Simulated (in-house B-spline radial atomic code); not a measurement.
Computed with a B-spline radial atomic code. Model: two electrons, singlet ground state, non-relativistic, full CI in B-splines with partial waves to l = 8 (at full coupling up to 3e-4 hartree above the limit, correlation up to 0.6 % small), density held at that of full coupling by Lieb maximisation.

W(λ) is the mean repulsion in the state of coupling λ less the Hartree energy of the fixed density. Its start is exact exchange, its initial slope is twice the second-order Görling-Levy correlation energy, and its area from 0 to 1 is E_xc. A straight curve means weak, dynamic correlation, and a curve that drops fast and flattens means strong correlation.

Command:
```bash
python run_ac.py task.json out
```
Settings (lengths in bohr, energies in hartree):
```
potential              dot
strength               2.01
lmax                   8
second                 0.5
```

Time taken, with all properties: 12 s on 1 thread of Intel(R) Xeon(R) Processor @ 2.30GHz (shared host).

**W = mean repulsion less Hartree energy, and W of three functionals.**

Given: confinement charge in harmonic well; well frequency 2.01 hartree; nuclear charge 0.5; external potential omega^2 r^2/2 - Z/r.

Computed: LDA exchange minus exact 170.11 millihartree; PBE exchange minus exact 49.391 millihartree.

| coupling | W xc (hartree) | W xc minus exchange (millihartree) | kinetic minus Kohn-Sham (millihartree) | LDA (PW92) W minus its exchange (millihartree) | PBE W minus its exchange (millihartree) | SCAN W minus its exchange (millihartree) |
| --- | --- | --- | --- | --- | --- | --- |
| 0 | -1.162 | 0 | 0 | 0 | 0 | 0 |
| 0.02 | -1.1639 | -1.928 | 0.02 | -12.32 | -2.92 | -1.89 |
| 0.05 | -1.1668 | -4.791 | 0.12 | -25.34 | -7.23 | -4.68 |
| 0.12 | -1.1733 | -11.339 | 0.67 | -48.75 | -16.9 | -10.96 |
| 0.25 | -1.185 | -23.024 | 2.83 | -81.7 | -33.55 | -22.06 |
| 0.4 | -1.1978 | -35.781 | 6.97 | -111.63 | -51 | -34.08 |
| 0.6 | -1.2137 | -51.677 | 14.89 | -144.18 | -71.94 | -49.01 |
| 0.8 | ? | ? | ? | ? | ? | ? |
| 1 | -1.2421 | -80.092 | 37.49 | -195.04 | -107.89 | -75.8 |
| 1.4 | ? | ? | ? | ? | ? | ? |
| 2 | -1.2978 | -135.84 | 119.54 | -281.65 | -175.72 | -129.54 |
| 3 | -1.3384 | -176.44 | 220.04 | -340.03 | -224.8 | -170.32 |
| 4.5 | -1.382 | -220 | 381.33 | -401.63 | -278.68 | -216.04 |
| 7 | -1.429 | -267 | 646.78 | -469.36 | -339.74 | -267.59 |
| 10 | -1.4643 | -302.25 | 942.54 | -522.4 | -388.54 | -307.08 |

(1) What belongs in the row 0.8?

(2) What belongs in the row 1.4?

(3) What is the SCAN exchange minus exact?

**Energy parts, natural occupations and partial-wave weights.**

Computed: total energy 5.4976 hartree; correlation energy -0.042606 hartree; kinetic part of the DFT correlation energy 0.037486 hartree; initial slope twice GL2 -0.096806 hartree; Hartree energy 2.324 hartree; Kohn-Sham kinetic 3.1548 hartree; Lieb Oxford ratio E_xc over LDA exchange 1.2145.

| natural | occupation of the shell (electrons) |
| --- | --- |
| s | 1.9876 |
| p | ? |
| s | 0.00088958 |
| d | 0.00042756 |
| p | 0.00010912 |
| f | 5.4328e-05 |

(4) What belongs in the row p?

```csv
wave,weight
s,0.99427
p,0.0054614
d,?
f,3.0208e-05
g,6.8568e-06
```

(5) What belongs in the row d?

(6) What is the exchange energy?

(7) What is the kinetic part over minus potential part?

Results:

(1) W xc (hartree): -1.2284; W xc minus exchange (millihartree): -66.411; kinetic minus Kohn-Sham (millihartree): 25.19; LDA (PW92) W minus its exchange (millihartree): -171.43; PBE W minus its exchange (millihartree): -90.77; SCAN W minus its exchange (millihartree): -62.87.

(2) W xc (hartree): -1.2667; W xc minus exchange (millihartree): -104.68; kinetic minus Kohn-Sham (millihartree): 66.88; LDA (PW92) W minus its exchange (millihartree): -234.69; PBE W minus its exchange (millihartree): -138.06; SCAN W minus its exchange (millihartree): -99.25.

(3) 5.5242 millihartree.

(4) occupation of the shell (electrons): 0.010807.

(5) weight: 0.00022511.

(6) -1.162 hartree.

(7) 0.46803.

Half-way to full coupling W has made 55 % of its drop, against 50 % for a straight line, and second-order (GL2) theory, half the initial slope, overshoots the correlation energy by about 14 %: a moderate bend, as in light atoms. Over couplings 0 to 1 the errors in E_xc come to about +93 millihartree for LDA, +33 millihartree for PBE, +7.7 millihartree for SCAN, so SCAN is nearest. In LDA and PBE the errors of exchange and correlation have opposite signs, so the sum is smaller than the larger of the two.
